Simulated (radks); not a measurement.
Q: The lithium anion Li-, [He] 2s2, held by a Watson sphere: a shell of charge +1.36 at radius R that stands for the Madelung well of a crystal (potential energy -1.36/R inside, -1.36/r outside, in hartree with lengths in bohr). Method: scalar-relativistic Kohn-Sham, LB94 model potential, spin-polarised, spherical densities, finite nucleus; Fermi nuclear charge, rms radius of each element as measured or else 0.836 A^(1/3) + 0.57 fm; computed with a radial shooting solver on a logarithmic mesh with Libxc functionals. Response by self-consistent Sternheimer equations with the Hartree and adiabatic LDA kernel, the relativistic mass of each level held fixed and spin-orbit coupling left out. The sphere does not respond.

| R (bohr) | e(1s) (eV) | e(2s) (eV) | <r> 2s (bohr) | sum of <r^2> (bohr^2) | X-ray form factor at sin(theta)/lambda = 0.2 1/angstrom | alpha (bohr^3) |
|---|---|---|---|---|---|---|
| 2.09 | -67.340 | -10.096 | 3.027 | 22.35 | 1.795 | 67.48 |
| 2.78 | -65.119 | -9.139 | 3.334 | 26.79 | 1.743 | 90.58 |
| 3.21 | -64.406 | -8.577 | 3.524 | 29.80 | 1.730 | 109.1 |
| 3.78 | -63.786 | -7.904 | 3.759 | 33.86 | 1.728 | 137.7 |
| 3.8 | -63.768 | -7.882 | 3.767 | 34.00 | 1.728 | 138.8 |

Estimate the row for R = 2.7 bohr.

A: e(1s) (eV) -65.290; e(2s) (eV) -9.248; <r> 2s (bohr) 3.299; sum of <r^2> (bohr^2) 26.24; X-ray form factor at sin(theta)/lambda = 0.2 1/angstrom 1.747; alpha (bohr^3) 87.46.
